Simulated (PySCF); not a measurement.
**Fractional electron number in Ni⁺ (nickel, charge +1)**

The 3d beta orbital of [Ar] 3d9 is emptied in steps (occupation f), with all orbitals relaxed, ending at [Ar] 3d8. Calculation: PySCF 2.14, in aug-cc-pVTZ (8s7p5d3f2g, 93 functions); no relativity, point nucleus. The exact energy is a straight line in f; departures are measured from the line between the end points of the same method.

```csv
f,LDA (eV),PBE (eV)
1,0.000,0.000
0.75,-1.376,-1.318
0.5,-1.870,-1.789
0.25,-1.426,-1.363
0,0.000,0.000
```

```tsv
method	E(f=0) − E(f=1) (eV)	−ε at f=1 (eV)	−ε at f=0.5 (eV)
LDA	19.732	12.545	19.599
PBE	19.043	12.180	18.924
```

Orbital energy along the path (eV):

```
   f      LDA      PBE
   1  -12.545  -12.180
0.75  -15.953  -15.426
 0.5  -19.599  -18.924
0.25  -23.443  -22.597
   0  -27.456  -26.410
```

Reference removal energy between the ground levels: 18.169 eV (measured; NIST Atomic Spectra Database, ionization energies). The calculation has no spin-orbit coupling. The determinant left behind need not be the lowest term of the ion.
